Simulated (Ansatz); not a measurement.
**Nudged elastic band run: AlH6NO2**

input.yaml

```yaml
crystal:
  periodic: [false, false, false]
  atoms:
    - { symbol: Al, position_ang: [-0.012173, -0.051116, 0.272569] }
    - { symbol: H, position_ang: [-0.208977, -0.950484, 1.572614] }
    - { symbol: O, position_ang: [1.557753, 0.016376, -0.439428] }
    - { symbol: H, position_ang: [1.941306, -0.584046, -1.053162] }
    - { symbol: O, position_ang: [-1.374036, 0.106123, -0.772264] }
    - { symbol: H, position_ang: [-2.075703, -0.507363, -0.896411] }
    - { symbol: "N", position_ang: [0.070616, 1.876209, 0.937751] }
    - { symbol: H, position_ang: [0.982086, 2.227274, 0.685521] }
    - { symbol: H, position_ang: [-0.628775, 2.407916, 0.442383] }
    - { symbol: H, position_ang: [-0.067298, 2.005412, 1.926828] }
basis:
  gaussian: { orbitals: def2-SVP }
hamiltonian:
  xc: hf
neb:
  order_check: false
  images: 7
  f_tol: 0.05
  max_iterations: 60
  final_atoms:
    - { symbol: Al, position_ang: [0.05887219, 0.54797885, -0.60345139] }
    - { symbol: H, position_ang: [-0.18718341, 0.33093871, 3.68155773] }
    - { symbol: O, position_ang: [1.52192029, -0.19642259, -0.98600714] }
    - { symbol: H, position_ang: [1.76112092, -0.95316094, -1.48710967] }
    - { symbol: O, position_ang: [-1.43731535, -0.00471643, -1.14790781] }
    - { symbol: H, position_ang: [-1.719088, -0.73236895, -1.66955759] }
    - { symbol: "N", position_ang: [0.09595314, 1.97902626, 0.41699287] }
    - { symbol: H, position_ang: [0.9290854, 2.40470386, 0.77331745] }
    - { symbol: H, position_ang: [-0.70914113, 2.51002646, 0.68554826] }
    - { symbol: H, position_ang: [-0.12942505, 0.66029577, 3.0130183] }
  initial_path:
    images:
      - { positions_ang: [[-0.012173, -0.051116, 0.272569], [-0.208977, -0.950484, 1.572614], [1.557753, 0.016376, -0.439428], [1.941306, -0.584046, -1.053162], [-1.374036, 0.106123, -0.772264], [-2.075703, -0.507363, -0.896411], [0.070616, 1.876209, 0.937751], [0.982086, 2.227274, 0.685521], [-0.628775, 2.407916, 0.442383], [-0.067298, 2.005412, 1.926828]] }
      - { positions_ang: [[-0.00749098, -0.03651335, 0.20004176], [-0.16479626, -0.72368167, 1.6523095], [1.55976936, 0.02044445, -0.54848704], [1.92358505, -0.66665105, -1.05225843], [-1.40966215, 0.08685896, -0.81380405], [-2.06401008, -0.58638435, -0.86301046], [0.07502016, 1.93029122, 0.88825089], [0.85201159, 2.24271221, 0.94216193], [-0.53316479, 2.52886206, 0.364055], [-0.04646289, 1.75036254, 1.90714189]] }
      - { positions_ang: [[-0.00280896, -0.0219107, 0.12751452], [-0.12061552, -0.49687935, 1.73200501], [1.56178572, 0.02451289, -0.65754608], [1.9058641, -0.7492561, -1.05135486], [-1.4452883, 0.06759492, -0.85534409], [-2.05231717, -0.6654057, -0.82960992], [0.07942433, 1.98437343, 0.83875078], [0.72193717, 2.25815041, 1.19880286], [-0.43755459, 2.64980812, 0.285727], [-0.02562779, 1.49531307, 1.88745578]] }
      - { positions_ang: [[0.00187306, -0.00730805, 0.05498727], [-0.07643478, -0.27007702, 1.81170051], [1.56380209, 0.02858134, -0.76660512], [1.88814315, -0.83186115, -1.05045129], [-1.48091445, 0.04833087, -0.89688414], [-2.04062425, -0.74442705, -0.79620937], [0.08382849, 2.03845565, 0.78925067], [0.59186276, 2.27358862, 1.45544379], [-0.34194438, 2.77075418, 0.207399], [-0.00479268, 1.24026361, 1.86776968]] }
      - { positions_ang: [[0.00655509, 0.0072946, -0.01753997], [-0.03225405, -0.0432747, 1.89139602], [1.56581845, 0.03264979, -0.87566416], [1.87042219, -0.9144662, -1.04954772], [-1.51654061, 0.02906683, -0.93842418], [-2.02893133, -0.8234484, -0.76280883], [0.08823266, 2.09253786, 0.73975055], [0.46178835, 2.28902682, 1.71208472], [-0.24633418, 2.89170024, 0.12907101], [0.01604242, 0.98521415, 1.84808357]] }
      - { positions_ang: [[0.01963436, 0.14246567, -0.16401782], [-0.07098639, 0.05027865, 2.33893645], [1.55484391, -0.02461831, -0.9032499], [1.84309688, -0.92413989, -1.15893821], [-1.49673429, 0.02062102, -0.99079509], [-1.9514705, -0.80067854, -0.98949602], [0.09016278, 2.06415996, 0.65906113], [0.57861261, 2.31794608, 1.4773929], [-0.36203591, 2.7962818, 0.26819032], [-0.02032444, 0.90398455, 2.13931725]] }
      - { positions_ang: [[0.03271364, 0.27763673, -0.31049568], [-0.10971873, 0.14383201, 2.78647687], [1.54386937, -0.0818864, -0.93083565], [1.81577156, -0.93381357, -1.2683287], [-1.47692798, 0.0121752, -1.043166], [-1.87400967, -0.77790868, -1.21618321], [0.0920929, 2.03578206, 0.57837171], [0.69543688, 2.34686534, 1.24270109], [-0.47773765, 2.70086335, 0.40730963], [-0.05669131, 0.82275496, 2.43055093]] }
      - { positions_ang: [[0.04579292, 0.41280779, -0.45697353], [-0.14845107, 0.23738536, 3.2340173], [1.53289483, -0.13915449, -0.95842139], [1.78844624, -0.94348725, -1.37771919], [-1.45712167, 0.00372938, -1.09553691], [-1.79654883, -0.75513881, -1.4428704], [0.09402302, 2.00740416, 0.49768229], [0.81226114, 2.3757846, 1.00800927], [-0.59343939, 2.60544491, 0.54642894], [-0.09305818, 0.74152536, 2.72178461]] }
      - { positions_ang: [[0.05887219, 0.54797885, -0.60345139], [-0.18718341, 0.33093871, 3.68155773], [1.52192029, -0.19642259, -0.98600714], [1.76112092, -0.95316094, -1.48710967], [-1.43731535, -0.00471643, -1.14790781], [-1.719088, -0.73236895, -1.66955759], [0.09595314, 1.97902626, 0.41699287], [0.9290854, 2.40470386, 0.77331745], [-0.70914113, 2.51002646, 0.68554826], [-0.12942505, 0.66029577, 3.0130183]] }
```

Launched with:

```bash
$ ansatz run input.yaml --threads 1 --pin off --max-ram 2048MiB --backend cpu --events-out ev --progress --plain --runs-dir out
```

Output, in part (warnings, iteration lines, the closing report on the highest movable image, with atoms numbered from 0):

```
NEB end point (image 0): max|allowed force component| = 2.512e-2 eV/Å (the criterion of neb.relax_end_points is 1.000e-2)
NEB end point (image 8): max|allowed force component| = 9.175e-3 eV/Å (the criterion of neb.relax_end_points is 1.000e-2)
NEB iter   1: max|band force component| = 1.937e1 eV/Å  barrier→ = 5.7214 eV  barrier← = 4.9578 eV  Δτ_max = 0.2000 Å  (320 SCF iters)
NEB iter   2: max|band force component| = 4.042e0 eV/Å  barrier→ = 3.2132 eV  barrier← = 2.4496 eV  Δτ_max = 0.2000 Å  (217 SCF iters)
NEB iter   3: max|band force component| = 2.276e0 eV/Å  barrier→ = 2.1447 eV  barrier← = 1.3811 eV  Δτ_max = 0.2000 Å  (222 SCF iters)
NEB iter   4: max|band force component| = 1.298e0 eV/Å  barrier→ = 2.1109 eV  barrier← = 1.3473 eV  Δτ_max = 0.2000 Å  (215 SCF iters)
NEB iter   5: max|band force component| = 1.342e0 eV/Å  barrier→ = 2.2305 eV  barrier← = 1.4669 eV  Δτ_max = 0.1015 Å  (213 SCF iters)
NEB iter   6: max|band force component| = 9.986e-1 eV/Å  barrier→ = 2.1515 eV  barrier← = 1.3879 eV  Δτ_max = 0.0997 Å  (216 SCF iters)
NEB iter   7: max|band force component| = 6.709e-1 eV/Å  barrier→ = 2.0190 eV  barrier← = 1.2554 eV  Δτ_max = 0.1002 Å  (215 SCF iters)
NEB iter   8: max|band force component| = 1.496e0 eV/Å  barrier→ = 1.8746 eV  barrier← = 1.1110 eV  CI = image 3  Δτ_max = 0.1007 Å  (216 SCF iters)
NEB iter   9: max|band force component| = 8.237e-1 eV/Å  barrier→ = 2.0118 eV  barrier← = 1.2482 eV  CI = image 3  Δτ_max = 0.1297 Å  (208 SCF iters)
NEB iter  10: max|band force component| = 8.047e-1 eV/Å  barrier→ = 2.0573 eV  barrier← = 1.2937 eV  CI = image 3  Δτ_max = 0.0896 Å  (210 SCF iters)
NEB iter  11: max|band force component| = 2.793e-1 eV/Å  barrier→ = 2.0094 eV  barrier← = 1.2458 eV  CI = image 3  Δτ_max = 0.2000 Å  (216 SCF iters)
NEB iter  12: max|band force component| = 2.636e0 eV/Å  barrier→ = 1.9963 eV  barrier← = 1.2327 eV  CI = image 3  Δτ_max = 0.0975 Å  (212 SCF iters)
NEB iter  13: max|band force component| = 2.052e-1 eV/Å  barrier→ = 1.9864 eV  barrier← = 1.2228 eV  CI = image 3  Δτ_max = 0.1088 Å  (214 SCF iters)
NEB iter  14: max|band force component| = 2.218e-1 eV/Å  barrier→ = 1.9827 eV  barrier← = 1.2191 eV  CI = image 3  Δτ_max = 0.0447 Å  (208 SCF iters)
NEB iter  15: max|band force component| = 1.524e-1 eV/Å  barrier→ = 1.9807 eV  barrier← = 1.2171 eV  CI = image 3  Δτ_max = 0.0287 Å  (203 SCF iters)
NEB iter  16: max|band force component| = 7.111e-2 eV/Å  barrier→ = 1.9798 eV  barrier← = 1.2162 eV  CI = image 3  Δτ_max = 0.0146 Å  (190 SCF iters)
NEB iter  17: max|band force component| = 5.555e-2 eV/Å  barrier→ = 1.9789 eV  barrier← = 1.2153 eV  CI = image 3  Δτ_max = 0.0545 Å  (200 SCF iters)
NEB iter  18: max|band force component| = 1.621e-1 eV/Å  barrier→ = 1.9782 eV  barrier← = 1.2146 eV  CI = image 3  Δτ_max = 0.0274 Å  (215 SCF iters)
NEB iter  19: max|band force component| = 6.389e-2 eV/Å  barrier→ = 1.9777 eV  barrier← = 1.2141 eV  CI = image 3  Δτ_max = 0.0540 Å  (206 SCF iters)
NEB iter  20: max|band force component| = 8.735e-2 eV/Å  barrier→ = 1.9774 eV  barrier← = 1.2138 eV  CI = image 3  Δτ_max = 0.0274 Å  (215 SCF iters)
NEB iter  21: max|band force component| = 2.661e-2 eV/Å  barrier→ = 1.9772 eV  barrier← = 1.2136 eV  CI = image 3  Δτ_max = 0.0000 Å  (455 SCF iters)
Total energy: -12229.44224174 eV, -449.4237129704 hartree
Atom 0 at     0.021084     0.317825     0.038881 Å, force    -0.015841    -0.005276    -0.005488 eV/Å
Atom 1 at    -0.157958    -0.045822     1.814317 Å, force     0.012440     0.001147     0.004872 eV/Å
Atom 2 at     1.525233    -0.273632    -0.458145 Å, force     0.006371     0.011656    -0.000355 eV/Å
Atom 3 at     1.796428    -0.880096    -1.121290 Å, force    -0.002581    -0.007778     0.003885 eV/Å
Atom 4 at    -1.451772     0.021761    -0.739420 Å, force    -0.003771     0.005707     0.001817 eV/Å
Atom 5 at    -1.843879    -0.736049    -1.130743 Å, force     0.004529    -0.002960    -0.004068 eV/Å
Atom 6 at     0.089612     2.011946     0.849359 Å, force     0.017025    -0.004299     0.007767 eV/Å
Atom 7 at     0.954638     2.520614     0.923686 Å, force    -0.000965     0.004217    -0.005434 eV/Å
Atom 8 at    -0.679625     2.656319     0.773813 Å, force    -0.001096    -0.000924     0.002654 eV/Å
Atom 9 at    -0.068961     0.953435     1.725942 Å, force    -0.016111    -0.001491    -0.005650 eV/Å
Dipole moment:    -0.017931     0.075845    -0.133111 e Å
```

The forces met the threshold. Neighbouring images differ by up to 1.4 eV, so the band resolves the path poorly. A vibrational analysis at the climbing image gives one clearly imaginary mode, 1694i cm⁻¹: a first-order saddle point. The orbitals stay closed-shell, which can raise the energy where a bond breaks towards radicals; this wasn't checked here.

Final band (atoms are numbered from 1 in the order of the input):

```json
{"image": "0", "path coordinate (Å)": "0.00", "energy (kJ/mol)": "0.0", "Al1–H2 (Å)": "1.59", "N7–H10 (Å)": "1.01", "H2–H10 (Å)": "2.98"}
{"image": "1", "path coordinate (Å)": "0.63", "energy (kJ/mol)": "8.4", "Al1–H2 (Å)": "1.60", "N7–H10 (Å)": "1.01", "H2–H10 (Å)": "2.48"}
{"image": "2", "path coordinate (Å)": "1.25", "energy (kJ/mol)": "53.7", "Al1–H2 (Å)": "1.63", "N7–H10 (Å)": "1.02", "H2–H10 (Å)": "1.76"}
{"image": "3", "path coordinate (Å)": "1.88", "energy (kJ/mol)": "190.8", "Al1–H2 (Å)": "1.82", "N7–H10 (Å)": "1.38", "H2–H10 (Å)": "1.01"}
{"image": "4", "path coordinate (Å)": "2.60", "energy (kJ/mol)": "98.2", "Al1–H2 (Å)": "2.29", "N7–H10 (Å)": "2.16", "H2–H10 (Å)": "0.75"}
{"image": "5", "path coordinate (Å)": "3.32", "energy (kJ/mol)": "77.3", "Al1–H2 (Å)": "2.86", "N7–H10 (Å)": "2.75", "H2–H10 (Å)": "0.75"}
{"image": "6", "path coordinate (Å)": "4.04", "energy (kJ/mol)": "74.9", "Al1–H2 (Å)": "3.48", "N7–H10 (Å)": "2.97", "H2–H10 (Å)": "0.75"}
{"image": "7", "path coordinate (Å)": "4.76", "energy (kJ/mol)": "74.0", "Al1–H2 (Å)": "3.92", "N7–H10 (Å)": "2.94", "H2–H10 (Å)": "0.75"}
{"image": "8", "path coordinate (Å)": "5.47", "energy (kJ/mol)": "73.7", "Al1–H2 (Å)": "4.30", "N7–H10 (Å)": "2.92", "H2–H10 (Å)": "0.75"}
```

Time of the run: 3 min on 1 thread of Arm Neoverse V2 (shared host), peak memory 0.15 GiB.
